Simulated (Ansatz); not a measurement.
CrO2Cl2 (CrCl₂O₂), 5 atoms. Hardware: 4 threads of Arm Neoverse N1 on a shared host.

Task: How many basis functions does each of these Ansatz runs have, and roughly what does it cost? PBE-D4/def2-TZVP, charge 1 doublet at the geometry of the charge 0 singlet, energy, from earlier orbitals; r2SCAN-D4/def2-TZVP, charge 0 triplet at the geometry of the charge 0 singlet, energy, from earlier orbitals; PBE-D4/def2-TZVP, charge 0 triplet at the geometry of the charge 0 singlet, energy, from earlier orbitals; PBE-D4/def2-SVP, charge 0 singlet, energy, from earlier orbitals; PBE0-D4/def2-SVP, charge -1 doublet at the geometry of the charge 0 singlet, energy with a search over starts; PBE-D4/def2-TZVPD, charge -1 doublet at the geometry of the charge 0 singlet, energy, from earlier orbitals; r2SCAN-D4/def2-TZVPD, charge 0 singlet, energy, from earlier orbitals; PBE0-D4/def2-SVP, charge 0 singlet, energy with a search over starts; B97M-V/def2-TZVP, charge 0 singlet, energy, from earlier orbitals; BLYP-D4/def2-TZVP, charge 0 singlet, energy, from earlier orbitals; PBE-D4/def2-TZVPD, charge 0 singlet, energy, from earlier orbitals; PBE0-D4/def2-SVP, charge 1 doublet at the geometry of the charge 0 singlet, energy with a search over starts.

Result: Other jobs shared the machine, so times can vary by a factor of up to 3. A dash marks memory too small to be measured apart from the calling script's.

```
                                                                                                          run  functions  fitting or Cholesky vectors  wall time  peak host memory (GiB)
                                             PBE-D4/def2-SVP, charge 0 singlet, energy, from earlier orbitals         95                         1073      1.4 s                       –
                                         PBE0-D4/def2-SVP, charge 0 singlet, energy with a search over starts         95                          931        3 s                       –
                                           BLYP-D4/def2-TZVP, charge 0 singlet, energy, from earlier orbitals        181                         1243      3.4 s                       –
                                           PBE-D4/def2-TZVPD, charge 0 singlet, energy, from earlier orbitals        220                         1370      4.2 s                       –
PBE0-D4/def2-SVP, charge -1 doublet at the geometry of the charge 0 singlet, energy with a search over starts         95                          931        7 s                       –
  PBE-D4/def2-TZVPD, charge -1 doublet at the geometry of the charge 0 singlet, energy, from earlier orbitals        220                         1370      8.5 s                       –
                                        r2SCAN-D4/def2-TZVPD, charge 0 singlet, energy, from earlier orbitals        220                         1370        9 s                       –
                                            B97M-V/def2-TZVP, charge 0 singlet, energy, from earlier orbitals        181                         1243       11 s                       –
    PBE-D4/def2-TZVP, charge 0 triplet at the geometry of the charge 0 singlet, energy, from earlier orbitals        181                         1243       14 s                       –
    PBE-D4/def2-TZVP, charge 1 doublet at the geometry of the charge 0 singlet, energy, from earlier orbitals        181                         1243       19 s                       –
 PBE0-D4/def2-SVP, charge 1 doublet at the geometry of the charge 0 singlet, energy with a search over starts         95                          931       19 s                       –
 r2SCAN-D4/def2-TZVP, charge 0 triplet at the geometry of the charge 0 singlet, energy, from earlier orbitals        181                         1243       35 s                    0.57
```
